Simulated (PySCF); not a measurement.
CH₃BrMgS, SMILES C[S][Mg][Br]. Atoms are numbered in the order given.

```xyz
7

Mg     0.2619     0.2447     0.0000
Br    -0.0917    -2.0789     0.0000
S      0.6492     2.5096     0.0000
C     -1.0338     3.2366     0.0000
H     -1.6055     2.9631     0.8978
H     -0.9053     4.3276     0.0000
H     -1.6055     2.9631    -0.8978
```

The structure is a stationary point at PBE0-D3(BJ)/def2-SVP. The structure was generated by enumeration; whether it is a known compound was not checked. Other conformers were not sampled.

These are PBE/def2-TZVP (PySCF) values and carry that method's errors.

Symmetry labels are those of the subgroup Cs that the program uses (full group Cs).

Problem. List the valence orbital energies around the gap with their symmetry. (Estimate from the structure and the level; the computed values follow.)

Solution. 
```json
[
 {"orbital": "HOMO−7", "symmetry": "A'", "energy (eV)": "-10.55"},
 {"orbital": "HOMO−6", "symmetry": "A\"", "energy (eV)": "-10.47"},
 {"orbital": "HOMO−5", "symmetry": "A'", "energy (eV)": "-9.04"},
 {"orbital": "HOMO−4", "symmetry": "A'", "energy (eV)": "-8.21"},
 {"orbital": "HOMO−3", "symmetry": "A'", "energy (eV)": "-7.00"},
 {"orbital": "HOMO−2", "symmetry": "A\"", "energy (eV)": "-6.99"},
 {"orbital": "HOMO−1", "symmetry": "A'", "energy (eV)": "-6.53"},
 {"orbital": "HOMO", "symmetry": "A\"", "energy (eV)": "-5.63"},
 {"orbital": "LUMO", "symmetry": "A'", "energy (eV)": "-2.29"},
 {"orbital": "LUMO+1", "symmetry": "A'", "energy (eV)": "-1.48"},
 {"orbital": "LUMO+2", "symmetry": "A\"", "energy (eV)": "-0.91"},
 {"orbital": "LUMO+3", "symmetry": "A'", "energy (eV)": "0.42"}
]
```
